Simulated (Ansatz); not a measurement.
Ansatz (a quantum-chemistry and plane-wave program) input (CCSD(T)/def2-SVPD):

Ansatz 0.2 input:
```yaml
crystal:
  periodic: [false, false, false]
  atoms:
    - {symbol: Sn, position_ang: [0.00000000, 0.00000000, 0.00000000]}
    - {symbol: O, position_ang: [-0.00000000, -0.00000000, -1.81395677]}
    - {symbol: O, position_ang: [0.00000000, 0.00000000, 1.81395677]}
basis:
  gaussian:
    orbitals: def2-SVPD
magnetization: {spin_polarized: true, initial_magnetization: 2}
correlation: {method: ccsd_t, electrons: outside_noble_gas}
```

End of the output:

```
mean field evaluation 1344: about -9869.7042 eV, gradient 8.3e-3 eV
mean field evaluation 1376: about -9869.9101 eV, gradient 1.6e0 eV
mean field evaluation 1408: about -9869.6613 eV, gradient 6.0e-2 eV
mean field evaluation 1440: about -9869.6147 eV, gradient 2.2e0 eV
mean field evaluation 1472: about -9868.3536 eV, gradient 6.1e-3 eV
mean field evaluation 1504: about -9869.2297 eV, gradient 1.8e0 eV
mean field evaluation 1536: about -9868.3567 eV, gradient 1.1e0 eV
mean field evaluation 1568: about -9869.3721 eV, gradient 9.8e-1 eV
mean field evaluation 1600: about -9870.6758 eV, gradient 9.1e-4 eV
mean field evaluation 1632: about -9869.9837 eV, gradient 2.7e0 eV
mean field evaluation 1664: about -9869.4454 eV, gradient 9.5e-1 eV
mean field evaluation 1696: about -9869.2599 eV, gradient 1.1e0 eV
mean field evaluation 1728: about -9871.3200 eV, gradient 1.0e-1 eV
mean field evaluation 1760: about -9868.5883 eV, gradient 6.8e-4 eV
mean field -9871.51552784 eV, -362.7715044947 hartree, gradient 2.8e-6 eV, S^2 2.514063; 33 other end points of the search recorded, 0 dependent functions left out
determinant -9871.51552784 eV, -362.7715044947 hartree, with singles and doubles -9883.29628293 eV, -363.2044392588 hartree
determinant -9871.32031656 eV, -362.7643306124 hartree, with singles and doubles -9883.35161657 eV, -363.2064727326 hartree
determinant -9871.25509157 eV, -362.7619336380 hartree, with singles and doubles -9883.46331285 eV, -363.2105774951 hartree
determinant -9871.16146652 eV, -362.7584929812 hartree, with singles and doubles -9883.10902623 eV, -363.1975577022 hartree
determinant -9870.67576371 eV, -362.7406437320 hartree, with singles and doubles -9882.46189903 eV, -363.1737762159 hartree
determinant -9870.30874192 eV, -362.7271559299 hartree, with singles and doubles -9881.68515207 eV, -363.1452312918 hartree
determinant -9870.04488767 eV, -362.7174594653 hartree, with singles and doubles -9881.42025464 eV, -363.1354964907 hartree
determinant -9869.70422724 eV, -362.7049404253 hartree, with singles and doubles -9879.73314580 eV, -363.0734963846 hartree
determinant -9869.66148522 eV, -362.7033696850 hartree, with singles and doubles -9880.71830402 eV, -363.1097002812 hartree
determinant -9869.58270453 eV, -362.7004745482 hartree, with singles and doubles -9880.62496440 eV, -363.1062701135 hartree
determinant -9869.36245384 eV, -362.6923804844 hartree, with singles and doubles -9881.36647829 eV, -363.1335202465 hartree
determinant -9869.28160525 eV, -362.6894093537 hartree, with singles and doubles -9881.35064989 eV, -363.1329385634 hartree
determinant -9869.11686031 eV, -362.6833550887 hartree, with singles and doubles -9881.54878108 eV, -363.1402197504 hartree
determinant -9868.92830107 eV, -362.6764256643 hartree, with singles and doubles -9881.75491515 eV, -363.1477950378 hartree
determinant -9868.58825938 eV, -362.6639293629 hartree, with singles and doubles -9882.13558591 eV, -363.1617844299 hartree
determinant -9868.40121947 eV, -362.6570557728 hartree, with singles and doubles -9878.99961073 eV, -363.0465394679 hartree
determinant -9868.35364001 eV, -362.6553072601 hartree, with singles and doubles -9879.40872685 eV, -363.0615742081 hartree
determinant -9868.30602198 eV, -362.6535573297 hartree, with singles and doubles -9880.25203571 eV, -363.0925652370 hartree
determinant -9871.51552784 eV, -362.7715044947 hartree, with singles and doubles -9883.39613396 eV, -363.2081087164 hartree
determinant -9871.32031656 eV, -362.7643306124 hartree, with singles and doubles -9883.40721564 eV, -363.2085159606 hartree
determinant -9871.25509157 eV, -362.7619336380 hartree, with singles and doubles -9883.51983619 eV, -363.2126546895 hartree
determinant -9871.16146652 eV, -362.7584929812 hartree, with singles and doubles -9883.30914570 eV, -363.2049119568 hartree
11 core orbitals not correlated, not the lowest: weight in the atoms' cores, before any rotation towards them, 0.608 or more for the frozen orbitals, at most 0.382 for the correlated occupied ones
reference -9871.25509157 eV, -362.7619336380 hartree; 9, 7 occupied and 58, 60 virtual orbitals, 868 factors
second order -10.91177748 eV of doubles, -0.00000000 eV of singles
coupled cluster: 0.30 GiB planned
cycle   1  -12.26474325 eV  change    1.4e-6 eV  update   3.6e-6
coupled cluster: 0.30 GiB planned
perturbative correction -0.61689875 eV, -0.0226706109 hartree
Total energy: -9884.13673356 eV, -363.2353252499 hartree
```

This state (charge 0, triplet) is run at the relaxed geometry of the species with charge 0 and multiplicity 1, and is a spin state other than that species' own.

The determinant is spin-contaminated: <S^2> is 2.56 against 2.00 for a pure state.
